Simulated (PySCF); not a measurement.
Species: C6H13GeNO.
Bonds: O1–C2 (double), C2–N3, N3–Ge4, Ge4–C5, C5–C6, C6–C7, C7–C8, C8–C9, Ge4–C9. Hydrogens: H10 on C2; H11 on N3; H12 on Ge4; H13, H14 on C5; H15, H16 on C6; H17, H18 on C7; H19, H20 on C8; H21, H22 on C9.

Level of theory: TDDFT PBE0/def2-SVPD, vertical, gas phase, core orbitals frozen in the response (PySCF 2.14.0, density-fitted response routines). One conformer (not necessarily the lowest) at the PBE0-D3(BJ)/def2-SVP geometry, without solvent, vibrations or thermal averaging. The PBE0/def2-SVPD calculation is non-relativistic and has no spin–orbit coupling, an omission that weighs most on germanium.

Computed states:

| state | E (eV) | f |
| --- | --- | --- |
| S1 | 5.63 | 0.0006 |
| S2 | 6.71 | 0.027 |
| S3 | 6.75 | 0.022 |
| S4 | 6.97 | 0.019 |
| S5 | 7.17 | 0.024 |
| S6 | 7.30 | 0.014 |
| S7 | 7.31 | 0.022 |
| S8 | 7.46 | 0.060 |
| S9 | 7.57 | 0.016 |
| S10 | 7.60 | 0.0034 |

Broadening: Gaussians 0.3 eV wide at half height, area fixed by f = 4.319×10⁻⁹ ∫ε dν̃. The width is an assumption, not a result. The curve ends short of the highest state used, and states not computed would add to its high-energy end.

**Question.** What does the envelope look like, and where are its maxima?

**Answer.** 
```tsv
λ (nm)	ε (L mol⁻¹ cm⁻¹)
177.2	3152
179.3	3398
181.5	4201
183.6	4697
185.8	4065
187.9	2611
190.1	1187
192.3	392
194.4	103
196.6	19
198.7	3
200.9	0
203.0	0
205.2	0
207.3	1
209.5	4
211.6	9
213.8	19
215.9	32
218.1	44
220.2	49
222.4	46
224.5	36
226.7	23
228.8	13
231.0	6
233.1	3
235.3	1
237.4	0
239.6	0
```

Maxima: 220 nm (5.62 eV), ε about 49, made up of S1 (100%); 184 nm (6.75 eV), ε about 4700, made up of S2 (49%) and S3 (42%) (ε in L mol⁻¹ cm⁻¹; maxima over ε = 5, shares over 10%). At its high-energy end, 7.00 eV, the curve is still rising (ε about 3200, from S4 and S5).

**Question.** On this curve, what absorbance would a 10⁻⁴ mol/L sample give at 222 nm over a 1 cm path?

**Answer.** 222 nm is 5.585 eV, where ε is about 47 L mol⁻¹ cm⁻¹, so A = ε c l ≈ 0.0047 (Beer–Lambert, with the gas-phase spectrum and the assumed width).

**Question.** Coming from long wavelengths, where does ε first pass 100 L mol⁻¹ cm⁻¹?

**Answer.** At about 194 nm (6.38 eV), 0.75 eV above S1.

**Question.** What would ε be at 6.75 eV, the highest of these maxima, with half the width (0.15 eV)?

**Answer.** About 8060 L mol⁻¹ cm⁻¹ against 4700, a factor of about 1.7; a lone state at its own centre would give exactly 2.

All these states lie below the vertical ionisation energy of 9.14 eV (ΔSCF).
